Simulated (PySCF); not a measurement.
# Calculated properties of `[O]=[Ta-2]([F])([F])([F])([F])[F]` ([TaOF5]2-)

Compound: [TaOF5]2- (charge -2 and singlet state).
Structure used (PBE0-D3(BJ)/def2-SVP), in Å, numbered top down from 1:
```xyz
7
F5OTa angstrom
Ta    -0.001    0.000    0.149
O     -0.014   -0.008    1.932
F      0.006   -0.002   -1.915
F      1.965    0.008   -0.029
F     -1.964    0.001   -0.054
F     -0.002    1.965   -0.038
F      0.009   -1.964   -0.045
```

PBE0-D3(BJ)/def2-SVP geometry optimisation, gas phase, def2 core potentials past Kr (PySCF):

```yaml
Point_group: C4v
Rotational_constants_A_B_C: 1.812, 1.811, 1.724 GHz
```

From PBE0/pcSseg-1 (def2-TZVP on Ta) ground state (PySCF):

```yaml
HOMO_energy: 1.60 eV
LUMO_energy: 9.36 eV
HOMO–LUMO_gap: 7.76 eV
Lowest_Mulliken_atomic_charge: -0.64 e on O2
Highest_Mulliken_atomic_charge: +1.38 e on Ta1
Mayer_bond_orders_between_heavy_atoms: Ta1–O2 2.02, Ta1–F3 0.68, Ta1–F4 0.79, Ta1–F5 0.79, Ta1–F6 0.79, Ta1–F7 0.79
```

Monoisotopic mass to charge of the ion (most abundant isotopes, electron mass counted): 145.9680.

The rotational constants are those of an oblate symmetric top; the small spread among constants that symmetry makes equal is optimisation noise. With B = h/(8π²I), that is 505.379 GHz u Å² over I, the principal moments of inertia are 278.9, 279.1 and 293.2 u Å² (most abundant isotopes); the inertial defect Ic − Ia − Ib is -264.8 u Å² (zero for a rigid planar frame, negative otherwise).

Whether so highly charged an anion holds all its electrons in the gas phase wasn't checked; a finite basis holds them in any case. The ion is multiply charged and computed without counter-ions or solvent. Atoms past krypton carry effective core potentials; spin–orbit coupling is left out. The geometry's basis has no diffuse functions, a weakness for an anion. The HOMO energy is positive, so at this level the finite basis confines the outermost electrons. No diffuse functions stand in pcSseg-1 (def2-TZVP on Ta), which bears on an anion's orbital energies.

For the NMR shielding job (PBE0/pcSseg-1 (def2-TZVP on Ta)), the run took 12 s wall on Arm Neoverse V1, one thread, shared host.
